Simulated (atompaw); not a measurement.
## Building the PAW (atompaw) potential for gadolinium (Gd) (PBE, scalar-relativistic).

* Element: Gd (Z = 64)
* Generator: atompaw 4.2.0.5
* Type: PAW
* Functional: PBE
* Relativity: scalar-relativistic
* Frozen core: [Kr] 4d10 5s2
* Valence charge: 16
* Reference configuration: 4f6.5 5p6 5d1.5 6s2 6p0
* Partial waves: 6s (bound): rc 2.85 bohr; 6s channel at 1.4 Ry: rc 2.85 bohr; 5p (bound): rc 2.75 bohr; 6p (bound, empty): rc 2.50 bohr; 5d (bound): rc 2.85 bohr; 5d channel at 2.25 Ry: rc 2.85 bohr; 4f (bound): rc 1.55 bohr; 4f channel at -0.1 Ry: rc 1.55 bohr
* Local potential: ultrasoft scheme with l = 4 at 0 Ry, radius 2.50 bohr
* Core correction: smooth core density matched at 2.55 bohr
* Augmentation charge: sinc compensation charge, radius 2.55 bohr; PAW radius 2.85 bohr; waves and projectors: custom polynom2 7 10 vanderbiltortho

Poles of the logarithmic derivatives, all-electron (AE) and pseudo (PS). Narrow ghost or core levels that the grid stepped over were put in at their known energies. s: poles at -3.7, 2.6 (AE) and -0.6, 2.5 (PS) Ry. p: poles at -2.0, 3.9 (AE) and -2.0, 4.0 (PS) Ry. d: poles at 0.5 (AE) and 0.5 (PS) Ry. f: poles at -0.8, 3.4 (AE) and -0.8, 4.1 (PS) Ry. Test radius 2.86 bohr.

* Cutoffs needed: 300 Ry and over 300 Ry (the cutoffs (Ry, on a coarse ladder) from which the occupation-weighted sum of valence levels, in a spherical-Bessel basis at the reference potential, stays within 10 and 1 mRy of its value at 400 Ry)
* Ghost test: ghost state, extra bound levels that the all-electron valence spectrum of the same l lacks: s at -7.7 eV; a true bound ghost makes a file unfit for plane-wave use (spherical-Bessel basis up to 400 Ry, 20 bohr box)
* Lowest eigenvalue of the overlap operator: 0.39 (s channel)
* Overlap eigenvalues printed by atompaw (projector basis): 0.106, 2.09, 8.87, 27.1, 112, 581, 1.72e+03, 3.85e+03
* Share of each valence orbital outside the PAW sphere: 6s 78 %, 5p 2 %, 6p 94 %, 5d 36 %, 4f 0 %
